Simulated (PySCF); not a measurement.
Species: C$_{2}$H$_{6}$BO (charge -1, singlet). It need not be the lowest isomer of its formula. Whether it binds its extra electron was not tested at this geometry. SMILES: CB(C)[O-]
Geometry from a B3LYP-D3(BJ)/def2-TZVP (Ansatz) optimisation:
```
B
O 1 1.2902
C 1 1.6452 2 123.71
H 3 1.0948 1 111.21 2 0.00
H 3 1.1003 4 107.95 1 123.10
H 3 1.1003 4 107.95 5 113.79
C 1 1.6452 2 123.71 3 180.00
H 7 1.0948 1 111.21 2 0.00
H 7 1.1003 8 107.95 1 -123.10
H 7 1.1003 8 107.95 9 -113.79
```
Charge -1, spin multiplicity 1.

Dispersion corrections to the total energy (kcal/mol) from the dftd3 and dftd4 libraries through PySCF: D3(BJ) without and D4 with the three-body term, each with the damping fitted for the functional named.

| functional | D3(BJ) | D4 |
|---|---|---|
| PW6B95 | … | -3.46 |
| revPBE | -9.16 | -13.91 |
| B2PLYP | -2.67 | -2.79 |
| B3LYP | -5.95 | -6.37 |
| BLYP | … | -8.99 |
| BHLYP | … | -4.36 |
| LC-wPBE | -3.16 | -4.40 |

**Question.** What belongs in the gaps?

**Answer.** 
- PW6B95, D3(BJ): -1.60
- BLYP, D3(BJ): -7.33
- BHLYP, D3(BJ): -4.53
